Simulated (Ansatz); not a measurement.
(H3Ge)2NH (Ge2NH7). Charge 0, multiplicity 1. Geometry relaxed at PBE0-D4/def2-SVP.

```xyz
10

Ge   -1.1504   -0.0099    1.1738
H    -1.6745    1.1629    2.0255
H    -2.1825   -0.4222    0.1102
H    -0.8760   -1.2158    2.1050
N     0.3409    0.5572    0.2675
Ge    1.0020   -0.1433   -1.2945
H     1.8522    0.9403   -1.9870
H    -0.2134   -0.5250   -2.1572
H     1.8800   -1.3999   -1.0768
H     1.0217    1.0557    0.8335
```

(1) Estimate the harmonic wavenumbers at RKS PBE0-D4/def2-SVP (Ansatz, unscaled). Is this a minimum?

Answers

(1) 71, 79, 137, 329, 486, 578, 624, 641, 733, 790, 859, 859, 893, 898, 908, 913, 1183, 2109, 2116, 2149, 2153, 2166, 2173, 3625 cm⁻¹. Yes, no mode is imaginary beyond noise. Zero-point energy 164.3 kJ/mol. Hardware: 4 threads of Intel Xeon on a shared host. Wall time 2.8 min.
